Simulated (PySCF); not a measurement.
Cl₆Pt (SMILES [Cl][Pt-2]([Cl])([Cl])([Cl])([Cl])[Cl]), charge -2, singlet, geometry from GFN2-xTB (such geometries of metal compounds can be far from the true shape) (core potentials on Pt) (in this run its highest filled SCF level lies above zero, so its values depend strongly on the basis, on diffuse functions most of all). Base run: DF-TPSS/def2-SVP run with PySCF.

Here is a job for PySCF.
```python
from pyscf import gto, scf, dft

mol = gto.Mole()
mol.atom = '''
    Pt   -0.00000000    0.00000000    0.00000000
    Cl    2.07992728    0.86249713   -0.73590801
    Cl    0.74376821    0.12252287    2.24574183
    Cl   -0.74376821   -0.12252287   -2.24574183
    Cl   -2.07992728   -0.86249713    0.73590801
    Cl   -0.85572820    2.20287227    0.16322500
    Cl    0.85572820   -2.20287227   -0.16322500
'''
mol.basis = 'def2-svp'
mol.ecp = {'Pt': 'def2-svp'}
mol.charge = -2
mol.verbose = 3
mol.build()

mf = dft.RKS(mol)
mf.xc = 'tpss'
mf = mf.density_fit(auxbasis='def2-universal-jkfit')
mf.kernel()
mf.analyze()
```

Each row names what was changed in the base input (with any setting that the change needs).

| change | basis functions | E (Eh) | HOMO (eV) | HOMO-LUMO gap (eV) | core-seconds (rough) |
|---|---|---|---|---|---|
| base | 140 | -2880.01755 | 2.10 | 2.50 | 40 |
| basis = LANL2DZ | 70 | -208.98676 | 1.51 | 2.39 | 20 |
| basis = def2-SV(P) | 133 | -2880.00831 | 2.06 | 2.49 | 40 |
| basis = def2-SVPD | 197 | -2880.09847 | 1.00 | 2.42 | 60 |

Totals compare only among sets that treat the same electrons; sets with core potentials leave the core out.
